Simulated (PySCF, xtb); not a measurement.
C₄H₅NSi, SMILES C#C[SiH](N)C#C. Other conformers were not sampled.

Harmonic wavenumbers (cm⁻¹) from GFN2-xTB in xtb at its own minimum, in rising order: 79, 129, 130, 178, 216, 268, 297, 322, 497, 593, 607, 655, 672, 679, 681, 688, 715, 827, 901, 1527, 2207, 2218, 2220, 3350, 3352, 3482, 3516.

Q: What does PBE-D3(BJ)/def2-SVP (PySCF) give at its own minimum? (The exact figures need the calculation; the answer reports its results.)

A: 89, 131, 142, 191, 235, 323, 382, 392, 450, 575, 644, 692, 695, 695, 706, 715, 811, 847, 893, 1493, 2077, 2090, 2191, 3389, 3391, 3477, 3573. Paired by order, the mean absolute difference is 40 cm⁻¹ and the zero-point energies are 44.3 and 44.7 kcal/mol.
